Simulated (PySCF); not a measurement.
H$_{6}$GeSSi, singlet, geometry from GFN2-xTB, atoms displaced at random by about 0.08 Å a coordinate.

PySCF was given this input:
```python
from pyscf import gto, scf, dft

mol = gto.M(
    atom='''
Si    2.10318657   -0.06987773    0.43243080
S     0.46845982   -0.10634572   -1.01125137
Ge   -1.16051895   -0.02692650    0.15006838
H     3.19205064   -0.35391812   -0.44879614
H     2.05145800    1.07700062    1.16179412
H     1.86630580   -1.17467896    1.19321815
H    -1.41777854   -0.80545189    1.11312682
H    -2.40055114    0.04593652   -0.66545241
H    -1.14244472    1.42802266    0.85624080
''',
    basis='6-31g',
    verbose=4,
)

mf = dft.RKS(mol)
mf.xc = 'tpss'
mf.kernel()
g = mf.nuc_grad_method()
grad = g.kernel()
```

### Question
What does this run give for the Mulliken (on the basis functions themselves) charges in atom order, dipole moment, number of basis functions?

### Answer

| Quantity | Result |
|---|---|
| Mulliken (on the basis functions themselves) charges in atom order | Si1 0.47, S2 -0.31, Ge3 0.14, H4 -0.07, H5 -0.07, H6 -0.08, H7 0.03, H8 -0.03, H9 -0.08 |
| dipole moment | 2.64 D |
| number of basis functions | 65 |

### Question
Roughly what does it cost on one core?

### Answer
very roughly 19 core-seconds.
